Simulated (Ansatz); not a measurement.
Geometry optimisation, RHF/def2-SVP in Ansatz 0.2.0.

Input:

```yaml
crystal:
  periodic: [false, false, false]
  atoms:
    - { symbol: B, position_ang: [0.024867, 0.137613, 0.152245] }
    - { symbol: C, position_ang: [-0.069805, 0.177138, 1.744865] }
    - { symbol: H, position_ang: [-1.01721, -0.203487, 2.145428] }
    - { symbol: H, position_ang: [0.759392, -0.344715, 2.226966] }
    - { symbol: H, position_ang: [0.004229, 1.224233, 2.064078] }
    - { symbol: H, position_ang: [1.082404, 0.212963, -0.407672] }
    - { symbol: O, position_ang: [-1.079819, 0.203232, -0.627636] }
    - { symbol: H, position_ang: [-1.898033, 0.217473, -0.157163] }
    - { symbol: O, position_ang: [0.114539, -2.453501, 0.477603] }
    - { symbol: H, position_ang: [-0.675908, -2.778297, 0.071942] }
    - { symbol: H, position_ang: [-0.156955, -2.10575, 1.339544] }
basis:
  gaussian: { orbitals: def2-SVP }
hamiltonian:
  xc: hf
relax:
  f_tol: 0.03
  max_steps: 50
```

Command:

```bash
$ ansatz run input.yaml --threads 1 --pin off --max-ram 2048MiB --backend cpu --events-out ev --progress --plain --runs-dir out
```

Where does it end, and by what steps?

The run converged. After 25 steps the energy has fallen by 0.183 eV; H11 moved furthest, 1.35 Å.

| step | energy less start (eV) | largest force component (eV/Å) | accepted |
| --- | --- | --- | --- |
| 0 | 0.0000 | 1.196 | yes |
| 1 | -0.0721 | 0.737 | yes |
| 2 | -0.0813 | 0.700 | yes |
| 3 | -0.0934 | 1.616 | yes |
| 4 | -0.1281 | 0.344 | yes |
| 5 | -0.1304 | 0.333 | yes |
| 6 | -0.0137 | 2.367 | no |
| 7 | -0.1508 | 0.212 | yes |
| 8 | -0.1594 | 0.093 | yes |
| 9 | -0.1685 | 0.107 | yes |
| 10 | -0.1235 | 1.753 | no |
| 11 | -0.1653 | 0.503 | no |
| 12 | -0.1712 | 0.088 | yes |
| 13 | -0.1743 | 0.293 | yes |
| 14 | -0.1771 | 0.100 | yes |
| 15 | -0.1777 | 0.236 | yes |
| 16 | -0.1801 | 0.213 | yes |
| 17 | -0.1806 | 0.183 | yes |
| 18 | -0.1811 | 0.090 | yes |
| 19 | -0.1816 | 0.103 | yes |
| 20 | -0.1820 | 0.141 | yes |
| 21 | -0.1825 | 0.085 | yes |
| 22 | -0.1827 | 0.081 | yes |
| 23 | -0.1828 | 0.073 | yes |
| 24 | -0.1829 | 0.063 | yes |
| 25 | -0.1831 | 0.008 | yes |

```xyz
11
Properties=species:S:1:pos:R:3
B -0.029 0.169 0.313
C -0.055 0.642 1.821
H -1.052 0.669 2.271
H 0.572 -0.027 2.418
H 0.387 1.639 1.909
H 1.001 0.122 -0.304
O -1.143 -0.175 -0.377
H -1.943 -0.103 0.119
O 0.146 -2.891 0.411
H -0.185 -2.487 -0.378
H -0.611 -3.271 0.829
```

Whether the end is a true minimum wasn't checked by a vibrational analysis.

Run time: 35 s on 1 thread of Arm Neoverse V2, on a shared host, peak memory 0.15 GiB.
